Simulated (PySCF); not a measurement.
From one molecule to another.

First species: C6H14ClFSi.
Atom-mapped SMILES: `[CH3:1][C@@H:2]([SiH3:3])[C@:4]([CH3:5])([CH2:6][F:7])[CH2:8][Cl:9]` (hydrogens: H10, H11, H12 on C1; H13 on C2; H14, H15, H16 on Si3; H17, H18, H19 on C5; H20, H21 on C6; H22, H23 on C8)

Cartesian coordinates in Å at the GFN2-xTB level; atoms count from 1:
```xyz
23
C6H14ClFSi angstrom
C     -1.5857   -1.1943    0.4645
C     -0.9081    0.0302   -0.1556
Si    -1.5178    1.5925    0.7812
C      0.6213   -0.1231   -0.2805
C      1.0190   -1.4935   -0.8468
C      1.3174    0.0276    1.0774
F      1.2281    1.3155    1.5511
C      1.1923    0.9685   -1.1951
Cl     0.5766    0.8453   -2.8585
H     -2.6545   -1.0118    0.5551
H     -1.2029   -1.4011    1.4618
H     -1.4573   -2.0853   -0.1464
H     -1.2844    0.1084   -1.1812
H     -0.8356    2.8133    0.3616
H     -1.3893    1.3870    2.2222
H     -2.9392    1.7096    0.4380
H      2.0804   -1.5074   -1.0890
H      0.8264   -2.2851   -0.1282
H      0.4614   -1.6975   -1.7569
H      2.3857   -0.2007    1.0015
H      0.8568   -0.6154    1.8316
H      2.2784    0.8835   -1.2615
H      0.9261    1.9608   -0.8363
```

Second species: C₆H₁₀N₂SSi.
Structure used (GFN2-xTB), in Å, numbered top down from 1:
```
atom  x, y, z in Å
N1    -2.9408   -1.3619   -0.1537
C2    -1.5705   -1.4112   -0.6371
C3    -0.7994   -0.1993   -0.2031
C4    -1.4132    0.9857    0.1522
C5    -0.6466    2.0823    0.5458
C6     0.7257    1.9557    0.5675
N7     1.3243    0.8236    0.2237
C8     0.6011   -0.2303   -0.1498
S9     1.6091   -1.5634   -0.5298
Si10   3.2747   -0.2027   -0.0126
H11   -2.9537   -1.4244    0.8597
H12   -3.4654   -2.1486   -0.5188
H13   -1.0110   -2.3071   -0.3178
H14   -1.6011   -1.4273   -1.7330
H15   -2.4900    1.0453    0.1166
H16   -1.1161    3.0112    0.8262
H17    1.3797    2.7631    0.8647
H18    3.4244    0.7910   -1.0635
H19    4.3587   -1.1751   -0.2671
H20    3.3049    0.0042    1.4270
```

Levels: PBE0/pcSseg-1 for dipole moment, HOMO energy, LUMO energy and HOMO–LUMO gap; GFN2-xTB for rotational constant A and rotational constant C. Geometries: GFN2-xTB. Each species is one conformer at its optimised geometry, gas phase, non-relativistic unless stated. Electronic properties by PySCF.

The conformers computed, where there is a choice (atom-mapped SMILES and torsion angles):
- `[CH3:1][C@@H:2]([SiH3:3])[C@:4]([CH3:5])([CH2:6][F:7])[CH2:8][Cl:9]`: C1–C2–C4–C5 46°, C2–C4–C6–F7 -68°, C2–C4–C8–Cl9 -63°
- `[NH2:1][CH2:2][c:3]1[cH:4][cH:5][cH:6][n:7][c:8]1[S:9][SiH3:10]`: N1–C2–C3–C4 -22°, N7–C8–S9–Si10 0°, H–N1–C2–C3 -66°, H–N1–C2–C3 175°

```json
{"property": "dipole moment", "column X": "2.48 D", "column Y": "3.43 D"}
{"property": "HOMO energy", "column X": "-8.23 eV", "column Y": "-6.57 eV"}
{"property": "LUMO energy", "column X": "0.70 eV", "column Y": "-1.16 eV"}
{"property": "HOMO–LUMO gap", "column X": "8.93 eV", "column Y": "5.41 eV"}
{"property": "rotational constant A", "column X": "1.291 GHz", "column Y": "1.627 GHz"}
{"property": "rotational constant C", "column X": "0.795 GHz", "column Y": "0.536 GHz"}
```

(1) Which column belongs to which species?

(2) How does each property change from the first species to the second?

## Answers

(1) Column X is the first species and column Y the second. The first has 23 atoms and 90 electrons, the second 20 and 90.

(2) dipole moment +0.95 D; HOMO energy +1.66 eV; LUMO energy -1.86 eV; HOMO–LUMO gap -3.52 eV; rotational constant A +0.336 GHz; rotational constant C -0.259 GHz.

On the first: The dipole matches unit charges of opposite sign 0.52 Å apart (1 e·Å = 4.8032 D).

On the second: In atomic units the dipole is 1.35 e·bohr (1 au = 2.5417 D).
